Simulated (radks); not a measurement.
Al7+, 6 electrons, occupied as [He] 2s2 2p2. All-electron calculation, scalar-relativistic Kohn-Sham, r2SCAN, spin-polarised, spherical densities, finite nucleus; open shells are filled with parallel spins first; meta-GGA in the generalised Kohn-Sham scheme; Fermi nuclear charge, rms radius 3.061 fm. Program: a radial shooting solver on a logarithmic mesh with Libxc functionals.

Normalised radial functions P(r) = r R(r), r in bohr:

r,2p up
0.006326,0.0034
0.007665,0.0049
0.009362,0.0072
0.01134,0.0104
0.01385,0.0152
0.01692,0.0222
0.0205,0.0317
0.02504,0.0459
0.03035,0.0650
0.03706,0.0928
0.04527,0.1313
0.05485,0.1813
0.067,0.2507
0.08118,0.3371
0.09915,0.4507
0.1211,0.5893
0.1467,0.7437
0.1792,0.9205
0.2172,1.0923
0.2652,1.2509
0.324,1.3609
0.3925,1.3915
0.4794,1.3228
0.5809,1.1577
0.7096,0.9062
0.8667,0.6226
1.05,0.3741
1.283,0.1825
1.554,0.0739
1.898,0.0219

2p up: eigenvalue -265.44 eV, 0 radial nodes, <r> = 0.490 bohr, 90 % of the charge inside 0.797 bohr.
